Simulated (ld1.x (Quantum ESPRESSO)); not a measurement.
**Which change was made? (Ge, PAW)**

```
Element                 : germanium (Ge)
Generator               : ld1.x (Quantum ESPRESSO) 7.5
Type                    : PAW
Functional              : PBEsol
Relativity              : non-relativistic
Frozen core             : [Ar]
Valence charge          : 14
Reference configuration : 3d10 4s2 4p1 (charge +1)
Partial waves           : 4s (bound): rcut 1.65, rcutus 1.80 bohr; 4s channel at 0.8 Ry: rcut 1.65, rcutus 1.80 bohr; 4p (bound): rcut 1.45, rcutus 1.70 bohr; 4p channel at 2.4 Ry: rcut 1.45, rcutus 1.70 bohr; 3d (bound): rcut 0.70, rcutus 0.75 bohr; 3d channel at -2.55 Ry: rcut 0.70, rcutus 0.75 bohr
Local potential         : all-electron potential smoothed inside 1.45 bohr (lloc = -1)
Core correction         : Bessel-smoothed model core, default radius (core density twice the valence density)
Augmentation charge     : BESSEL, radius 0.55 bohr
```

Cutoffs, loose and tight: the cutoffs (Ry, on a coarse ladder) from which the occupation-weighted sum of valence levels, in a spherical-Bessel basis at the reference potential, stays within 10 and 1 mRy of its value at 400 Ry. They do not see the model core or the augmentation charge, which bear on the density cutoff. Test errors are all-electron minus pseudo excitation energies from the reference, over the configurations 3d10 4s2 4p2; 3d10 4s2 4p0; 3d10 4s1 4p0; 3d9 4s2 4p2; 3d10 4s2 4p1.5; 3d10 4s2 4p2.3; 3d10 4s1 4p2; variants that change the core or the reference have their own tests. The largest error is taken over the tests solved by every variant that gives reliable tests at all, those not shown here included: 3d10 4s1 4p0; 3d10 4s1 4p2; 3d10 4s2 4p0; 3d10 4s2 4p1.5; 3d10 4s2 4p2; 3d10 4s2 4p2.3.

The base gives: outcome: generated; cutoff, loose: 300 Ry; cutoff, tight: over 300 Ry; bound ghosts: none; largest test error (meV): -1.9.

**Question.** After one change the result is: outcome: generated; cutoff, loose: 300 Ry; cutoff, tight: over 300 Ry; bound ghosts: none; largest test error (meV): -3.5. Which change was it?
A. waves 4s (bound): rcut 1.44, rcutus 1.52 bohr; 4s channel at 0.8 Ry: rcut 1.44, rcutus 1.52 bohr
B. type TM; waves now 4s (bound): rc 1.80 bohr; 4p (bound): rc 1.70 bohr; 3d (bound): rc 0.75 bohr; local potential all-electron potential smoothed inside 0.75 bohr (lloc = -1)
C. local potential all-electron potential smoothed inside 1.75 bohr (lloc = -2)
D. waves 3d (bound): rcut 0.70, rcutus 0.82 bohr; 3d channel at -2.55 Ry: rcut 0.70, rcutus 0.82 bohr
E. local potential all-electron potential smoothed inside 0.86 bohr (lloc = -1)

**Answer.** C. The others give: waves 4s (bound): rcut 1.44, rcutus 1.52 bohr; 4s channel at 0.8 Ry: rcut 1.44, rcutus 1.52 bohr → outcome: generated; cutoff, loose: 300 Ry; cutoff, tight: over 300 Ry; bound ghosts: s; largest test error (meV): -5.5 | waves 3d (bound): rcut 0.70, rcutus 0.82 bohr; 3d channel at -2.55 Ry: rcut 0.70, rcutus 0.82 bohr → outcome: generated; cutoff, loose: 230 Ry; cutoff, tight: over 300 Ry; bound ghosts: none; largest test error (meV): +1.9 | type TM; waves now 4s (bound): rc 1.80 bohr; 4p (bound): rc 1.70 bohr; 3d (bound): rc 0.75 bohr; local potential all-electron potential smoothed inside 0.75 bohr (lloc = -1) → outcome: generated; cutoff, loose: over 300 Ry; cutoff, tight: over 300 Ry; bound ghosts: s, p; largest test error (meV): -9.7 | local potential all-electron potential smoothed inside 0.86 bohr (lloc = -1) → outcome: generated; cutoff, loose: 300 Ry; cutoff, tight: over 300 Ry; bound ghosts: s; largest test error (meV): +3.6.
